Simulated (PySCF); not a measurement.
# NMR problem set

One conformer, gas phase, equivalent nuclei averaged, no relativistic terms. GFN2-xTB geometry; NMR shieldings at PBE0/pcSseg-1/GIAO; PySCF 2.14.0 with density-fitted response routines.

References, each an isolated molecule treated in the same way: 1H and 13C vs TMS. Splittings of carbon signals by F and P are missing where no couplings were computed. Where no couplings were computed, multiplicities follow the n + 1 count of equivalent neighbours, and m marks all less simple cases (inequivalent or close neighbours, rings, F or P nearby). Shifts are as computed. Against solution values, carbons near 30 ppm lie about +3 ppm off and those near 130 ppm about +5 ppm. Of 1309 compounds with measured shifts, 239 miss one by over three times the rms of a fit or turn the order of signals round; such compounds aren't used in these exercises. OH and NH positions are gas-phase values without hydrogen bonding to other molecules.

Q: C$_{4}$H$_{9}$FO$_{3}$Si. 1H NMR (600 MHz, computed): δ 6.80 (m, 1H), 5.14 (m, 1H), 3.86 (s, 6H), 1.97 (br s, 1H). 13C{1H} NMR (computed): δ 170.3 (CH), 102.5 (CH), 52.3 (CH3). What is it?

A: SMILES CO[Si](O)(/C=C/F)OC. Rings plus π bonds: 1 (no ring in the answer). 3 carbon signals for 4 carbons: some carbons are equivalent by symmetry or fast rotation. Carbon types of the structure: 2 × CH, 2 × CH3, leaving 1 H on heteroatoms. δC 170.3, 102.5: alkene CH. δC 52.3: methyl carbon bonded to O; the inductive effect lowers its shielding. δH 6.80, 5.14: hydrogen on an alkene CH; olefinic region. δH 1.97: hydrogen on an oxygen bonded to Si; exchangeable; this is the value without hydrogen bonding to other molecules.

This is the structure that produced the data.

Q: C$_{6}$H$_{10}$OSi. 1H NMR (500 MHz, computed): δ 7.47 (d, 1H), 5.00 (m, 2H), 4.77 (m, 2H), 3.79 (m, 1H), 3.15 (m, 2H), 1.20 (m, 2H). 13C{1H} NMR (computed): δ 149.4, 135.6, 78.7, 46.9, 1.6. Identify the compound.

A: SMILES C(=C1\C[SiH2]1)/C1COC1. Rings plus π bonds: 3 (2 rings in the answer). 5 carbon signals for 6 carbons: some carbons are equivalent by symmetry or fast rotation. Carbon types of the structure: 1 × C, 2 × CH, 3 × CH2, leaving 2 H on heteroatoms. δC 149.4: alkene CH; the olefinic region. δC 135.6: fully substituted alkene carbon; as expected for a trigonal carbon in a double bond. δC 78.7: sp3 CH2 bonded to O; deshielded by the electronegative neighbour. δC 46.9: allylic sp3 CH; aliphatic region, no heteroatom directly attached.

This is the structure that produced the data.
